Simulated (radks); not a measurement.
Results of a calculation; reference values are marked as such.
Task: Ir II, 76 electrons, occupied as [Xe] 4f14 5d7 6s1 (the NIST ground configuration). Level of theory: Dirac Kohn-Sham, BLYP, spin-unpolarised, spherical densities, finite nucleus; open shells are shared between the two j in proportion to 2j + 1; Fermi nuclear charge, rms radius 5.4032 fm (a radial shooting solver on a logarithmic mesh with Libxc functionals). Some entries of the table are withheld. Estimate them.

| orbital | occ. | eigenvalue (hartree) | <r> (bohr) |
|---|---|---|---|
| 1s1/2 | 2 | (1) | 0.01744 |
| 2s1/2 | 2 | -488.4907 | 0.07297 |
| 2p1/2 | 2 | (2) | 0.06017 |
| 2p3/2 | 4 | (3) | 0.06848 |
| 3s1/2 | 2 | -114.4678 | 0.1899 |
| 3p1/2 | 2 | -105.3004 | 0.1801 |
| 3p3/2 | 4 | -92.20188 | 0.1954 |
| 3d3/2 | 4 | -76.83697 | (4) |
| 3d5/2 | 6 | -74.00591 | (5) |
| 4s1/2 | 2 | -24.64436 | 0.4233 |
| 4p1/2 | 2 | -20.77110 | 0.4266 |
| 4p3/2 | 4 | -17.67161 | 0.4604 |
| 4d3/2 | 4 | -11.30936 | (6) |
| 4d5/2 | 6 | -10.73406 | (7) |
| 5s1/2 | 2 | -3.89288 | 0.9786 |
| 5p1/2 | 2 | -2.67516 | 1.065 |
| 4f5/2 | 6 | -2.64222 | 0.5315 |
| 4f7/2 | 8 | -2.52757 | 0.5392 |
| 5p3/2 | 4 | -2.17466 | 1.164 |
| 5d3/2 | 2.8 | -0.58672 | 1.638 |
| 5d5/2 | 4.2 | -0.54027 | 1.705 |
| 6s1/2 | 1 | -0.49890 | 2.715 |

Result: 
(1) 1s1/2 eigenvalue (hartree): -2792.902
(2) 2p1/2 eigenvalue (hartree): -468.1041
(3) 2p3/2 eigenvalue (hartree): -408.2773
(4) 3d3/2 <r> (bohr): 0.1705
(5) 3d5/2 <r> (bohr): 0.1751
(6) 4d3/2 <r> (bohr): 0.4719
(7) 4d5/2 <r> (bohr): 0.4832
